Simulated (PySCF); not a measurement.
A PySCF script (with the pyscf-properties extension) for the NMR shieldings of `InChI=1S/C8H9B/c9-8-4-1-7(2-5-8)3-6-8/h1-7H,9H2`, on a GFN2-xTB geometry:

```python
import basis_set_exchange as bse
import numpy as np
from pyscf import gto, dft
from pyscf.prop import nmr

atoms = """
B    -2.425741    0.272069    0.271889
C    -0.876706    0.151809    0.034802
C    -0.034404    1.407853    0.231008
C     1.269409    1.224107    0.126560
C     1.659722   -0.212499   -0.156039
C     0.893370   -0.587978   -1.408118
C    -0.410800   -0.406928   -1.305259
C     1.013760   -1.016005    0.952159
C    -0.290244   -0.834292    1.055922
H    -2.843998    1.058897    1.029318
H    -3.159602   -0.464418   -0.263599
H    -0.521678    2.345366    0.429291
H     2.028574    1.979280    0.225049
H     2.733600   -0.365958   -0.238196
H     1.417676   -0.963157   -2.268742
H    -1.135135   -0.612059   -2.072719
H     1.609888   -1.661822    1.572147
H    -0.936452   -1.307951    1.772870
"""
names = dict.fromkeys(["B", "C", "H"], "pcSseg-1")
basis = {el: gto.basis.parse(bse.get_basis(n, elements=[el], fmt="nwchem")) for el, n in names.items()}
mol = gto.M(atom=atoms, basis=basis, charge=0, verbose=0)
mf = dft.RKS(mol, xc="PBE0")
mf.grids.level = 2
mf.grids.alignment = dft.numint.BLKSIZE   # the property module wants whole blocks of grid points
mf.conv_tol = 1e-9
mf.kernel()

calc = nmr.RKS(mf)   # GIAO
C = mf.mo_coeff
Co = C[:, mf.mo_occ > 0]
resp = mf.gen_response(singlet=True, hermi=2)
def vind(x):   # induced exchange potential for any number of trial vectors
    d = np.einsum("pi,xij,qj->xpq", C, 2 * x.reshape(-1, C.shape[1], Co.shape[1]), Co, optimize=True)
    return np.einsum("xpq,pi,qj->xij", resp(d - d.transpose(0, 2, 1)), C, Co, optimize=True).ravel()
mo1, _ = nmr.rhf.solve_mo1(calc, with_cphf=vind)
sigma = calc.kernel(mo1)
for i, s in enumerate(sigma):   # ppm
    w = np.linalg.eigvalsh((s + s.T) / 2)
    print("%2d %-2s iso %8.1f  s11 %8.1f  s22 %8.1f  s33 %8.1f" % (i, mol.atom_pure_symbol(i), w.mean(), *w))
```

**Question.** Give the expected output.

**Answer.** 
```
 0 B  iso      9.1  s11    -56.6  s22    -39.2  s33    123.1
 1 C  iso    123.8  s11     92.3  s22    121.1  s33    158.0
 2 C  iso     32.9  s11    -99.4  s22     51.5  s33    146.5
 3 C  iso     35.2  s11   -101.1  s22     54.5  s33    152.3
 4 C  iso    132.4  s11     97.7  s22    149.1  s33    150.5
 5 C  iso     35.3  s11   -101.0  s22     54.6  s33    152.3
 6 C  iso     32.9  s11    -99.2  s22     51.6  s33    146.4
 7 C  iso     34.3  s11   -104.3  s22     50.9  s33    156.3
 8 C  iso     45.0  s11    -92.9  s22     56.1  s33    171.9
 9 H  iso     23.3  s11     16.0  s22     26.6  s33     27.3
10 H  iso     23.3  s11     15.9  s22     26.6  s33     27.3
11 H  iso     24.4  s11     23.0  s22     23.6  s33     26.6
12 H  iso     24.4  s11     22.8  s22     23.4  s33     27.0
13 H  iso     26.9  s11     24.9  s22     25.0  s33     30.9
14 H  iso     24.4  s11     22.8  s22     23.4  s33     27.1
15 H  iso     24.4  s11     23.0  s22     23.6  s33     26.5
16 H  iso     24.4  s11     22.8  s22     23.5  s33     26.8
17 H  iso     25.3  s11     23.6  s22     24.2  s33     28.1
```

These numbers come from an equivalent density-fitted implementation of the same equations, which agrees with the script to about 0.01 ppm for H and up to a few tenths of a ppm for heavy atoms, so last digits may differ.

Size and cost of the density-fitted run: 198 basis functions, 72 s wall time on 1 thread of an Arm Neoverse N1, shared host; peak memory 0.87 GiB.
